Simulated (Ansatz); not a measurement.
`CC(C)(C)[N]=[Nb]([CH3])([F])[Cl]`. Charge 0, multiplicity 1. Nb takes the def2 core potential. Geometry: relaxed with PBE0-D4/def2-TZVP.

```xyz
21

C    -1.163   -1.226   -0.977
C     0.080   -1.016   -0.115
C     1.341   -1.070   -0.976
C     0.145   -2.067    0.991
N    -0.001    0.282    0.495
Nb   -0.106    1.798    1.323
C    -0.158    3.173   -0.318
F     1.470    2.070    2.305
Cl   -2.123    1.886    2.447
H    -1.221   -0.465   -1.757
H    -2.066   -1.164   -0.366
H    -1.133   -2.209   -1.453
H     2.229   -0.902   -0.364
H     1.307   -0.304   -1.753
H     1.429   -2.047   -1.457
H    -0.745   -2.014    1.621
H     1.024   -1.908    1.619
H     0.204   -3.068    0.558
H    -1.028    2.973   -0.950
H     0.738    3.081   -0.939
H    -0.224    4.197    0.067
```

Question: What is the dipole moment at B3LYP/def2-TZVPP? (Best estimate.)

Answer: Ansatz gave: 2.20 D, with components (0.30, -1.01, -1.93) D in this frame, pointing from negative to positive charge.

Question: And with PBE, r2SCAN, ωB97M-V? (Estimate.)

Answer: The calculation gave: PBE 2.19 D, r2SCAN 2.22 D, ωB97M-V 2.11 D.

Question: Give the Mulliken charges with B3LYP, PBE, ωB97M-V in def2-TZVPP. (An estimate is asked.)

Answer: Ansatz gave: 
```csv
atom,B3LYP,PBE,ωB97M-V
C1,-0.28,-0.27,-0.30
C2,0.27,0.26,0.04
C3,-0.28,-0.27,-0.30
C4,-0.28,-0.27,-0.31
N5,-0.59,-0.52,-0.51
Nb6,1.30,1.16,1.17
C7,-0.48,-0.47,-0.51
F8,-0.40,-0.35,-0.39
Cl9,-0.35,-0.32,-0.30
H10,0.09,0.08,0.11
H11,0.09,0.09,0.12
H12,0.08,0.07,0.11
H13,0.09,0.09,0.12
H14,0.09,0.08,0.12
H15,0.08,0.07,0.11
H16,0.09,0.09,0.12
H17,0.09,0.09,0.12
H18,0.08,0.07,0.11
H19,0.11,0.11,0.13
H20,0.11,0.11,0.13
H21,0.10,0.10,0.12
```

B3LYP here is the variant with VWN-RPA as its local correlation; programs differ in this.
